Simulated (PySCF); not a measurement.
C₂H₄ClNOSi, SMILES N1C[Si@](O)(Cl)C=1.

Geometry: B3LYP-D3(BJ)/def2-SVP. The structure was generated by enumeration; whether it is a known compound was not checked. The values are those of a single conformer.

The numbers are results of TDA-B3LYP/def2-SVPD in PySCF, not measurements.

Vertical excitations. The molecule is in vacuum.

Give excitation energies, oscillator strengths and character. (Estimate from the structure and the level; the computed values follow.)


| state | energy (eV) | λ (nm) | f | main pairs |
|---|---|---|---|---|
| S1 | 4.27 | 290 | 0.002 | HOMO→LUMO 98 % |
| S2 | 5.77 | 215 | 0.000 | HOMO−1→LUMO 98 % |
| S3 | 6.17 | 201 | 0.084 | HOMO→LUMO+1 92 % |
| S4 | 6.81 | 182 | 0.014 | HOMO−2→LUMO 40 %, HOMO→LUMO+2 29 %, HOMO−3→LUMO 14 %, HOMO−4→LUMO 7 % |
| S5 | 6.95 | 178 | 0.011 | HOMO−3→LUMO 76 % |
| S6 | 7.03 | 176 | 0.006 | HOMO→LUMO+3 85 % |
| S7 | 7.05 | 176 | 0.099 | HOMO→LUMO+2 45 %, HOMO−4→LUMO 26 %, HOMO−2→LUMO 10 % |
| S8 | 7.16 | 173 | 0.006 | HOMO→LUMO+4 85 % |
| S9 | 7.24 | 171 | 0.007 | HOMO−1→LUMO+1 65 %, HOMO−4→LUMO 22 % |
| S10 | 7.51 | 165 | 0.117 | HOMO−4→LUMO 23 %, HOMO−1→LUMO+1 21 %, HOMO−2→LUMO 18 %, HOMO→LUMO+5 15 % |
| T1 | 3.37 | 368 | 0 | HOMO→LUMO 97 % |
| T2 | 4.57 | 271 | 0 | HOMO−2→LUMO 83 % |
| T3 | 5.43 | 229 | 0 | HOMO−1→LUMO 95 % |
| T4 | 5.84 | 212 | 0 | HOMO→LUMO+1 93 % |
Triplets are in the Tamm–Dancoff approximation.
